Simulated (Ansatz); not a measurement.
Reaction (homolysis of the C–Si bond): `O[SiH2][SiH2]CF` → `[CH2]F`• + `O[SiH2][SiH2]`•

Calculated with Ansatz (gas phase, PBE0-D4/def2-TZVP geometries, no zero-point term in ΔE). CCSD(T)/CBS adds triple-zeta CCSD(T) − MP2 to the extrapolated MP2 energy (def2 sets, frozen cores). This one scheme is used for every species. Functionals use def2-TZVPP. Open shells (•) are unrestricted, without spin–orbit coupling. One conformer a species, not always the lowest.

`O[SiH2][SiH2]CF`:

Z-matrix (Å, degrees):
```
Si
Si 1 2.351
O 1 1.655 2 112.0
H 1 1.490 2 109.3 3 123.8
H 1 1.485 2 109.8 3 -116.9
C 2 1.903 1 110.7 3 176.8
H 2 1.491 1 110.7 3 -62.0
H 2 1.491 1 111.0 3 58.0
H 3 0.958 1 117.5 2 65.4
F 6 1.392 2 110.2 1 53.8
H 6 1.095 2 111.5 1 173.8
H 6 1.095 2 111.0 1 -66.0
```

`[CH2]F`•:

Z-matrix (Å, degrees):
```
C
F 1 1.331
H 1 1.082 2 115.1
H 1 1.082 2 115.1 3 -155.6
```

`O[SiH2][SiH2]`•:

Z-matrix (Å, degrees):
```
Si
Si 1 2.337
O 1 1.652 2 111.8
H 1 1.494 2 110.3 3 123.6
H 1 1.483 2 109.1 3 -117.0
H 2 1.490 1 114.2 3 171.8
H 2 1.491 1 114.7 3 -61.1
H 3 0.958 1 117.8 2 63.6
```

| level | ΔE (kJ/mol) | difference from CCSD(T)/CBS |
| --- | --- | --- |
| PBE-D4 | 327.4 | -18.3 |
| r2SCAN-D4 | 312.0 | -33.7 |
| ωB97X-V | 346.8 | 1.1 |
| PBE | 320.8 | -24.9 |
| MP2/def2-TZVPP | 345.8 | 0.1 |
| SCS-MP2/def2-TZVPP | 347.1 | 1.4 |
| SCS-MP2/def2-QZVPP | 354.1 | 8.4 |
| HF/CBS(def2) | 236.2 | -109.5 |
| MP2/CBS(def2) | 357.2 | 11.5 |
| CCSD/CBS(def2) | 338.2 | -7.5 |
| CCSD(T)/CBS | 345.7 | 0 |

Largest T1 diagnostic among the species: 0.015.

In def2-TZVPP, CCSD(T) changes the Hartree–Fock value by +97.4 kJ/mol (the triples alone add +7.5 kJ/mol) and MP2 by +108.9 kJ/mol; breaking electron pairs costs correlation energy, which Hartree–Fock lacks. The D4 term adds +10.4 kJ/mol with B3LYP and +5.8 kJ/mol with PBE0; it sums over pairs of atoms, weighted by their polarisabilities, and B3LYP, whose exchange is more repulsive, gets the larger term.

B3LYP here is the variant with VWN-RPA as its local correlation; programs differ in this.
